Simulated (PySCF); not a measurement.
C₂H₄O₃Si, SMILES O[Si](O)(O)C#C.

Geometry optimised at PBE-D3(BJ)/def2-SVP. The structure was generated by enumeration, and PubChem lists no compound with its InChIKey, so it may never have been made. Other conformers were not sampled.

The numbers are results of ωB97X/def2-TZVP in PySCF, not measurements.

The molecule is in vacuum.

Computed frontier levels, gap, dipole moment and polarisability:
| Item | Value |
|---|---|
| highest occupied level | -10.90 eV |
| lowest empty level | 1.89 eV |
| orbital gap | 12.79 eV |
| dipole moment | 2.96 D |
| quadrupole, principal values (traceless, Buckingham form, about the centre of nuclear charge) | -1.20, 0.60, 0.60 D·Å |
| mean static polarisability | 52.6 bohr³ (7.79 Å³) |
| polarisability, principal values | 44.4, 44.4, 68.9 bohr³ |
